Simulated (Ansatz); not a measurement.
Stepwise reaction of `[SiH3][O][Al]([SH])[SH]` with hydrogen chloride, as a gas-phase model of exchange steps in deposition or etching. ΔE in kJ/mol.

Isolated molecules relaxed with PBE0-D4/def2-TZVP in Ansatz; ΔE leaves out vibrations. CBS: MP2 limit from def2 TZ/QZ plus the TZ coupled-cluster correction, frozen cores. This one scheme is used for every species. Functionals use def2-TZVPP. B3LYP here is the variant with VWN-RPA as its local correlation; programs differ in this. One conformer a species, not always the lowest.

```
step                                                           reaction  PBE-D4  B3LYP-D4  ωB97M-V  CCSD(T)/CBS
   1  `[SiH3][O][Al]([SH])[SH]` + HCl → `[SiH3][O][Al]([SH])[Cl]` + H₂S   -44.0     -50.6    -51.4        -49.7
   2  `[SiH3][O][Al]([SH])[Cl]` + HCl → `[SiH3][O][Al]([Cl])[Cl]` + H₂S   -38.0     -45.0    -45.6        -44.4
```

Q: By hand: ΔE of the 2 steps together at CCSD(T)/CBS.

A: (-49.7) + (-44.4) = -94.1 kJ/mol, or -47.0 kJ/mol a step.

In ΔE each step is higher than the one before. All are downhill at CCSD(T)/CBS. PBE-D4 differs from CCSD(T)/CBS by 5.7 to 6.4 kJ/mol a step. Isolated molecules leave out the surface, adducts and barriers. Largest T1 diagnostic: 0.012.
